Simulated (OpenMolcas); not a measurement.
# Ionisation energies of lithium

```
Program             : OpenMolcas
Basis               : ANO-R3 [4s2p]
Scalar Hamiltonian  : X2C, finite nucleus
Spin-orbit coupling : RASSI with atomic mean-field integrals over the reference wave functions, term energies averaged over their components
```

Active shells in each charge state: the valence s, p shells, with orbitals averaged over the low states. Where CASPT2's correlated closed shells are named, they are those of the first ion.

A. CASSCF
B. SS-CASPT2, IPEA 0.25 Eh, imaginary shift 0.1 Eh (closed shells correlated: 1s)
C. SS-CASPT2, IPEA 0.25 Eh, imaginary shift 0.1 Eh (closed shells correlated: none)
D. SS-CASPT2, IPEA 0 Eh, imaginary shift 0.1 Eh (closed shells correlated: 1s)

Energies in eV between the lowest computed levels, named as in B; reference values from the NIST Atomic Spectra Database with their kind.

```tsv
From	To	A	B	C	D	Spin-orbit share in B	Reference
Li 2s ²S_1/2	Li+ 1s² ¹S₀	5.341	5.358	5.341	5.359	+0.000	5.392 (measured)
```

Error against the reference values, in %:

```
From  Reference     A     B     C     D
  Li   measured  -0.9  -0.6  -0.9  -0.6
```

Absolute error against the one measured value: A 0.05 eV, B 0.03 eV, C 0.05 eV, D 0.03 eV.
